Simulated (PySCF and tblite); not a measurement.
The numbers below are computed, except where a source is named.
## Dynamics report: rotation

System: C₈H₁₀O, numbered as in [CH3:1][c:2]1[cH:3][cH:4][cH:5][c:6]([OH:7])[c:8]1[CH3:9].

Motion: rotation about the C6–O7 bond (torsion C5–C6–O7–H from -180° to 0°, rising). The path came from a restrained scan, a climbing-image band and a saddle search at GFN2-xTB; energies are PBE0/pcSseg-1 + D3(BJ)//GFN2-xTB, thermal terms GFN2-xTB. Rates follow Eyring's equation with the number of equivalent paths and no tunnelling. Run with tblite and PySCF.

```tsv
point	symmetry	E(GFN2) kcal/mol	E(DFT) kcal/mol	ZPE change kcal/mol	lowest mode cm⁻¹	dipole D
start	Cs	0.0	0.0	0.00	76	2.06
saddle	C1	4.0	2.7	-0.72	373i	1.69
end	Cs	-1.3	-0.8	-0.02	104	0.68
```

- Electronic barrier: 2.7 kcal/mol
- Barrier with zero-point energy: 1.9 kcal/mol
- ΔH‡ (298 K): 1.8 kcal/mol
- ΔS‡ (298 K, symmetry apart): -0.9 cal/(mol K)
- Paths: 2 equivalent paths
- End point: a different minimum
- Mean lifetime of the start against this motion at 298 K: 2.5 ps
- Cost: 3.6 min on 1 thread of Arm Neoverse N1, on a host shared with other jobs (rough), peak memory 0.97 GiB, launched as `OMP_NUM_THREADS=1 python ens_run.py task.json out`

| T/K | ΔG‡ kcal/mol | k s⁻¹ | ΔG kcal/mol | k back s⁻¹ |
| --- | --- | --- | --- | --- |
| 150 | 2.0 | 8.2×10⁹ | -0.8 | 6×10⁸ |
| 200 | 2.0 | 5.6×10¹⁰ | -0.8 | 7.7×10⁹ |
| 250 | 2.0 | 1.8×10¹¹ | -0.8 | 3.6×10¹⁰ |
| 298 | 2.0 | 4.1×10¹¹ | -0.8 | 1×10¹¹ |
| 350 | 2.1 | 7.6×10¹¹ | -0.8 | 2.2×10¹¹ |
| 400 | 2.1 | 1.2×10¹² | -0.9 | 4×10¹¹ |
| 500 | 2.2 | 2.3×10¹² | -0.9 | 9.1×10¹¹ |

ΔG and ΔG‡ leave out symmetry numbers and mirror images; rates count paths: 2 out, 2 back.
